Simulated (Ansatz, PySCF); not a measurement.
N,N-disilylmethanamine (CH9NSi2), SMILES CN([SiH3])[SiH3]. Atoms are numbered in the order given.

```xyz
13

Si    -0.6443     1.4060    -0.5036
N     -0.2252    -0.1865     0.0636
C     -1.2713    -0.9513     0.7466
Si     1.3867    -0.8456     0.0856
H     -1.8465     1.3274    -1.3886
H     -0.9880     2.3374     0.6170
H      0.5140     1.9607    -1.2562
H     -2.2618    -0.7450     0.3058
H     -1.0964    -2.0363     0.6448
H     -1.3293    -0.7201     1.8265
H      1.3706    -2.2393    -0.4550
H      2.2639     0.0204    -0.7489
H      1.9523    -0.9214     1.4697
```

Coordinates come from a ωB97X-D3(BJ)/def2-SVP optimisation.

Two levels are set side by side: PBE-D3(BJ)/def2-SVP (Ansatz, an electronic-structure program) and ωB97X-D3(BJ)/def2-SVP (PySCF). Each level has its own optimised geometry; the coordinates shown are those of the second. Frequencies come from the Hessian of PySCF at each geometry. Differences are taken from unrounded values.

```csv
quantity,ωB97X-D3(BJ)
mean bond length (Å),1.435
bond Si1–N2 (Å),1.742
bond N2–C3 (Å),1.465
bond N2–Si4 (Å),1.742
bond Si1–H5 (Å),1.495
bond Si1–H6 (Å),1.497
bond Si1–H7 (Å),1.489
bond C3–H8 (Å),1.104
bond C3–H9 (Å),1.104
bond C3–H10 (Å),1.106
bond Si4–H11 (Å),1.495
bond Si4–H12 (Å),1.489
bond Si4–H13 (Å),1.497
highest harmonic wavenumber (cm⁻¹),3129
mean harmonic wavenumber (cm⁻¹),1273
zero-point energy (kcal/mol),60.05
```

Q: What does PBE-D3(BJ) give, and how far is it from ωB97X-D3(BJ)? (An estimate is asked for; the answer gives what the named calculation found.)

A: 
| quantity | PBE-D3(BJ) | PBE-D3(BJ) minus ωB97X-D3(BJ) |
|---|---|---|
| mean bond length (Å) | 1.447 | 0.012 |
| bond Si1–N2 (Å) | 1.758 | 0.017 |
| bond N2–C3 (Å) | 1.468 | 0.003 |
| bond N2–Si4 (Å) | 1.758 | 0.017 |
| bond Si1–H5 (Å) | 1.508 | 0.013 |
| bond Si1–H6 (Å) | 1.511 | 0.014 |
| bond Si1–H7 (Å) | 1.501 | 0.013 |
| bond C3–H8 (Å) | 1.112 | 0.008 |
| bond C3–H9 (Å) | 1.112 | 0.008 |
| bond C3–H10 (Å) | 1.115 | 0.009 |
| bond Si4–H11 (Å) | 1.508 | 0.013 |
| bond Si4–H12 (Å) | 1.501 | 0.013 |
| bond Si4–H13 (Å) | 1.511 | 0.014 |
| highest harmonic wavenumber (cm⁻¹) | 3020 | -110 |
| mean harmonic wavenumber (cm⁻¹) | 1216 | -56 |
| zero-point energy (kcal/mol) | 57.39 | -2.66 |

Exact exchange shortens and stiffens bonds; PBE has none. Differences between two approximate levels are no errors against the true value.
